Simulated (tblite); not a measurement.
C₇H₁₃P.
Geometry (GFN2-xTB, Å), atoms numbered from 1 in this order:
```
atom  x, y, z in Å
C1     1.3203    2.0112   -0.7254
C2     0.7914    1.2688    0.2319
P3     0.5445   -0.5057   -0.0120
C4     0.6285   -0.8916   -1.6756
C5     1.9858   -1.2628    0.8128
C6    -0.7681   -0.9298    1.2030
C7    -1.9978   -0.4240    1.2015
C8    -2.4293    0.7165    0.3478
H9     1.4986    3.0686   -0.6114
H10    1.5776    1.5611   -1.6712
H11    0.5058    1.6695    1.1972
H12    0.6384   -1.9751   -1.8011
H13   -0.2037   -0.4533   -2.2270
H14    1.8825   -2.3470    0.7976
H15    2.8720   -0.9801    0.2468
H16    2.0661   -0.9148    1.8419
H17   -0.5423   -1.7931    1.8203
H18   -2.7513   -0.8259    1.8699
H19   -1.6865    0.9076   -0.4267
H20   -3.3889    0.4975   -0.1199
H21   -2.5525    1.6193    0.9476
```

Calculated harmonic vibrations of the isolated species, GFN2-xTB (tblite), most abundant isotopes, no scaling. The method is semi-empirical: single wavenumbers can be off by several per cent or more. One conformer, not necessarily the lowest.

Harmonic wavenumbers (cm⁻¹): 61.7, 75.6, 122.7, 149.1, 157.6, 165.9, 200.6, 222.4, 235.1, 266.7, 329.7, 373.3, 398.0, 511.4, 562.2, 647.2, 688.3, 712.3, 756.3, 780.1, 807.8, 849.6, 901.7, 902.0, 923.0, 966.4, 981.9, 996.0, 1013.5, 1034.5, 1059.6, 1209.2, 1222.1, 1298.7, 1303.8, 1368.1, 1396.1, 1402.1, 1420.7, 1432.5, 1463.6, 1474.2, 1658.4, 1660.3, 2942.8, 2954.4, 2986.2, 2990.8, 2997.8, 3001.9, 3005.4, 3009.2, 3011.4, 3025.0, 3030.0, 3080.7, 3112.5.

A = 2075, B = 1401, C = 1116 MHz; mass 128.075 u (most abundant isotopes); point group C1, symmetry number 1.

**Question.** Zero-point energy?

**Answer.** ½Σν̃ = 37655 cm⁻¹ = 107.66 kcal/mol.

**Question.** Give the ideal-gas entropy at 350 K and 1 bar in the rigid-rotor, harmonic-oscillator model (classical rotation).

**Answer.** Translation 41.28, rotation 29.46, vibration 40.43: S = 111.2 cal/(mol K).

**Question.** And Cp and H(350 K) − H(0)?

**Answer.** Cp = 49.56 cal/(mol K), of which vibrations give 41.62 (their classical limit is 57 R = 113.3); H(350 K) − H(0) = 10.33 kcal/mol without the zero-point energy, 7.55 from vibrations.

**Question.** How do the functions run with temperature in this model?

**Answer.** 
```json
{"T (K)": "150", "S (cal/(mol K))": "79.8", "Cp (cal/(mol K))": "27.6", "H − H(0) (kcal/mol)": "2.61", "G − H(0) (kcal/mol)": "-9.35", "ln q(vib)": "3.18"}
{"T (K)": "250", "S (cal/(mol K))": "96.4", "Cp (cal/(mol K))": "38.6", "H − H(0) (kcal/mol)": "5.92", "G − H(0) (kcal/mol)": "-18.19", "ln q(vib)": "6.36"}
{"T (K)": "298.15", "S (cal/(mol K))": "103.7", "Cp (cal/(mol K))": "44.0", "H − H(0) (kcal/mol)": "7.91", "G − H(0) (kcal/mol)": "-23.01", "ln q(vib)": "7.88"}
{"T (K)": "400", "S (cal/(mol K))": "118.1", "Cp (cal/(mol K))": "54.6", "H − H(0) (kcal/mol)": "12.94", "G − H(0) (kcal/mol)": "-34.31", "ln q(vib)": "11.03"}
{"T (K)": "600", "S (cal/(mol K))": "143.5", "Cp (cal/(mol K))": "70.7", "H − H(0) (kcal/mol)": "25.57", "G − H(0) (kcal/mol)": "-60.54", "ln q(vib)": "17.02"}
{"T (K)": "900", "S (cal/(mol K))": "175.4", "Cp (cal/(mol K))": "86.4", "H − H(0) (kcal/mol)": "49.31", "G − H(0) (kcal/mol)": "-108.54", "ln q(vib)": "25.31"}
```

q(vib) and H(0) count from the zero-point level.

**Question.** What must be added to the electronic energy to get the Gibbs energy at 350 K and 1 bar?

**Answer.** ZPE + [H(350 K) − H(0)] − T·S = 107.66 + 10.33 − 38.91 = 79.08 kcal/mol.

**Question.** Blend soft modes into free rotors: weight 1/[1 + (100 cm⁻¹/ν̃)⁴] for the oscillator and the rest for a rotor with moment μB/(μ + B), μ = h/(8π²ν), B = 10⁻⁴⁴ kg m². What vibrational entropy results?

**Answer.** 38.29 cal/(mol K) in place of 40.43, which changes −T·S at 350 K by +0.75 kcal/mol.

Hindered rotation and anharmonicity are outside this model. Other conformers, if any are populated, would add a mixing term that is left out. The structure is chiral; the term R ln 2 for an equal mix with its mirror image is left out.
